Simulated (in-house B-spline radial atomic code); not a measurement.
A fraction x of an electron is removed from 4p in Rb5+, starting from [Ar] 3d10 4s2 4p2 and keeping the highest spin. Level of theory: scalar-relativistic (X2C) BHandHLYP, spin-polarised, spherical fractional occupations, Fermi nucleus of rms radius 4.2036 fm; calculated with a radial B-spline atomic code at the basis-set limit.

Caution: exact exchange at fractional occupations of open shells leaves self-interaction of up to several eV.

```json
{"x": "0", "E(x) - E(0) (eV)": "0.0000", "4p up level (eV)": "-77.521"}
{"x": "0.01", "E(x) - E(0) (eV)": "0.7758", "4p up level (eV)": "-77.641"}
{"x": "0.23", "E(x) - E(0) (eV)": "18.1463", "4p up level (eV)": "-80.275"}
{"x": "0.35", "E(x) - E(0) (eV)": "27.8659", "4p up level (eV)": "-81.719"}
{"x": "0.45", "E(x) - E(0) (eV)": "36.0981", "4p up level (eV)": "-82.925"}
{"x": "0.5", "E(x) - E(0) (eV)": "40.2594", "4p up level (eV)": "-83.530"}
{"x": "0.56", "E(x) - E(0) (eV)": "45.2930", "4p up level (eV)": "-84.256"}
{"x": "0.71", "E(x) - E(0) (eV)": "58.0679", "4p up level (eV)": "-86.076"}
{"x": "0.87", "E(x) - E(0) (eV)": "71.9958", "4p up level (eV)": "-88.025"}
{"x": "1", "E(x) - E(0) (eV)": "83.5422", "4p up level (eV)": "-89.612"}
```

The exact functional would give a straight line between the two integer points. Deviations E(x) - E(0) - x[E(1) - E(0)], in eV: -0.06 at x = 0.01, -1.068 at x = 0.23, -1.374 at x = 0.35, -1.496 at x = 0.45, -1.512 at x = 0.5, -1.491 at x = 0.56, -1.247 at x = 0.71, -0.686 at x = 0.87.

The curve lies below the straight line by up to 1.512 eV (at x = 0.5): convex, the delocalisation error, to which spherically averaged exact exchange adds.

(1) How well does Slater's transition state (minus the level at half occupation) give the ionisation energy?

Answers

(1) It gives 83.530 eV against 83.542 eV from the two total energies; NIST lists 82.90 eV, ground level to ground level. The end point has an open shell averaged over its orbitals, so its exact exchange keeps a self-interaction and this is no true integer point.
